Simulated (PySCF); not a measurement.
# KLi: one state, many levels of theory

State: ¹Σ⁺ (singlet), closed shell. Set-up: basis K def2-SVPD, Li def2-SVPD; no relativity; PySCF 2.14. De refers to K + Li in their ground configurations, without counterpoise correction. A positive dipole means K(−)Li(+).

```csv
Level,Re (Å),ωe (cm⁻¹),De (eV),μ (D)
RHF-MP2,3.468,202,0.438,n/a
RHF-SCS-MP2,3.474,201,0.52,n/a
RHF-CCSD,3.442,201,0.68,n/a
RHF-CCSD(T),3.443,199,0.69,n/a
PBE,3.416,198,0.71,-2.63
r²SCAN,3.476,198,0.58,-3.27
TPSSh,3.477,196,0.80,-3.68
PBE0,3.427,203,0.65,-3.16
B97-3,3.409,204,n/a,-2.26
M06-2X,3.322,203,0.84,-2.21
```

(1) Which functional lies closest to RHF-CCSD(T) in De, which farthest, and by how much do they differ from it?

(2) What does a quarter of exact exchange do here, going from PBE to PBE0?

Correlated steps freeze 5 core orbitals. Closed-shell solutions of metal pairs were not tested for spin polarisation, which can lower them a little. Correlated levels converge slowly with the basis: in double zeta they bind strong bonds too weakly, by up to about 1 eV, and carry superposition errors of some tenths. Where the molecule has an RHF reference, its open-shell atoms are computed with UHF.

The whole job (state search and all levels along the bond) took about 1.4 min on 1 thread of Intel Xeon Platinum 8259CL @ 2.50GHz (shared host), peak memory 0.46 GiB.

Results:

(1) Closest is PBE (-2.7 pm in Re, -0.5 % in ωe, +0.02 eV in De against RHF-CCSD(T) in the same basis), farthest M06-2X (-12.1 pm in Re, +2.0 % in ωe, +0.15 eV in De). CCSD(T) converges more slowly with the basis than the functionals do and binds too weakly in this one, so the order can change at the basis-set limit.

(2) PBE0 less PBE: +1.1 pm in Re, +2.5 % in ωe, -0.06 eV in De. Exact exchange removes part of the self-interaction that spreads semilocal densities, and in most molecules shortens and stiffens the bond and lowers De; here Re goes the other way.
